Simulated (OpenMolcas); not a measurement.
Pm2+ among 6 point charges of -0.5 e arranged as a tetragonal octahedron (D4h), 2.66 Å from the ion, with the axial distance 3.006 Å.
```
   2.6600    0.0000    0.0000  -0.50
   0.0000    2.6600    0.0000  -0.50
  -2.6600    0.0000    0.0000  -0.50
   0.0000   -2.6600    0.0000  -0.50
   0.0000    0.0000    3.0058  -0.50
   0.0000    0.0000   -3.0058  -0.50
```

```yaml
Program: OpenMolcas
Method: CASSCF
Basis: ANO-RCC-VDZP [7s6p4d2f1g]
Scalar_Hamiltonian: DKH2, point nucleus
Active_space: 5 electrons in 7 orbitals (4f)
State_averaging: 2S+1 = 6 odd, 21 roots; 2S+1 = 4 odd, 128 roots kept (CI in the orbitals of an earlier block, 108 in the spin-orbit step); 2S+1 = 2 odd, 150 roots kept (CI in the orbitals of an earlier block, 40 in the spin-orbit step)
Spin-orbit_coupling: RASSI with atomic mean-field integrals over the reference wave functions
```

Task: What is the spin-free ground state (labels of D4, the rotations of D4h)?

Result: 6E, 2-fold in its orbital part, 100 % from free-ion H terms; it has the highest spin that f5 allows.

Task: Where is the first state of the same spin?

Result: 6A2 at 12.5 cm-1 above the ground state.

Task: What are the lowest two levels with spin-orbit coupling?

Result: A 2-fold level E3/2 with g = 0.22, 0.22, 1.23, then a 2-fold level E3/2 86.8 cm-1 above it. Their leading multiplicities are 6 (98 %) and 6 (98 %).

Task: What is χT at 300 K, and how does it compare with the textbook value?

Result: Hund's rules give f5 the level 6H5/2 with g = 0.286, so an isolated free-ion multiplet has χT = g² J(J+1) / 8 = 0.089 cm3 K/mol. The computed 0.387 at 300 K differs by +333 %, through the field's splitting, the mixing of terms and any other multiplet in reach.

High states are left out of the spin-orbit mixing, which shifts the levels that they would mix with. Point charges carry no covalency, so the field is a model and not that of real ligands. The first state left out of the spin-orbit step lies near 34000 cm-1 above the lowest spin-free state of the reference (among the parities and spins computed), and the lists stop at four fifths of that energy or lower. No measured value stands beside these numbers.
